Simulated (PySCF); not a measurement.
**From a computed spectrum to the compound**

A species of 13 atoms with charge -1 has these harmonic modes (BP86, small Gaussian bases with core potentials, PySCF 2.14.0):

| cm⁻¹ | km/mol | symmetry |
| --- | --- | --- |
| 78 | 0.6 |  |
| 80 | 3.1 |  |
| 81 | 2.9 |  |
| 87 | 0.0 |  |
| 109 | 2.3 |  |
| 161 | 19.8 |  |
| 166 | 18.0 |  |
| 248 | 0.0 |  |
| 268 | 6.4 |  |
| 274 | 21.9 |  |
| 275 | 25.2 |  |
| 285 | 0.0 |  |
| 301 | 133.6 |  |
| 302 | 129.7 |  |
| 306 | 59.2 |  |
| 334 | 54.5 |  |
| 345 | 0.4 |  |
| 435 | 178.5 |  |
| 438 | 180.0 |  |
| 438 | 180.2 |  |
| 457 | 0.0 |  |
| 1459 | 0.9 |  |
| 1459 | 0.9 |  |
| 1459 | 6.4 |  |
| 1460 | 0.0 |  |
| 3354 | 17.9 |  |
| 3355 | 39.9 |  |
| 3355 | 18.3 |  |
| 3357 | 7.7 |  |
| 3444 | 12.5 |  |
| 3444 | 3.1 |  |
| 3445 | 12.1 |  |
| 3445 | 3.3 |  |

Question: Which species is it, and in which structure?

Answer: [Nd(NH2)4]− (singlet in the valence; each metal's 4f electrons, 3 of them, lie in its core potential, out of spins and levels):
```xyz
13

Nd    0.0001    0.0000    0.0000
N     1.4008    1.3710    1.2578
H     2.2787    1.0208    1.6761
H     1.4047    2.3860    1.4439
N    -1.4010   -1.2579    1.3706
H    -1.4069   -1.4445    2.3854
H    -2.2780   -1.6769    1.0181
N     1.4008   -1.3710   -1.2578
H     1.4047   -2.3860   -1.4439
H     2.2787   -1.0208   -1.6761
N    -1.4010    1.2579   -1.3706
H    -2.2780    1.6769   -1.0181
H    -1.4069    1.4445   -2.3854
```
Ideal gas at 298.15 K and 1 bar: S = 473.1 J/(mol K), Cp = 185.0 J/(mol K), H − H(0 K) = 37.3 kJ/mol (rigid rotor, harmonic modes, spin degeneracy alone, that of the 4f electrons in the core included). An lcecp potential fixes the number of 4f electrons, so in runs with it no electron can move into or out of that shell.
 Other answers can fit too; this one was computed.
